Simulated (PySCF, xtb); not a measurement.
In(H)(PH2)2 (H5InP2), SMILES [PH2][InH][PH2].

xtb with GFN2-xTB at its own geometry gives an orbital gap of 2.64 eV and a dipole moment of 2.11 D.

Geometry: B3LYP-D3(BJ)/def2-SVP. The def2 effective core potentials stand for the cores of In; spin–orbit coupling is left out. Other conformers were not sampled.

**Question.** What does PySCF with M06-2X/def2-TZVPD give? (Estimate from the structure and the level; the computed values follow.)

**Answer.** gap 6.33 eV (levels -7.65 and -1.32 eV), dipole 1.18 D.
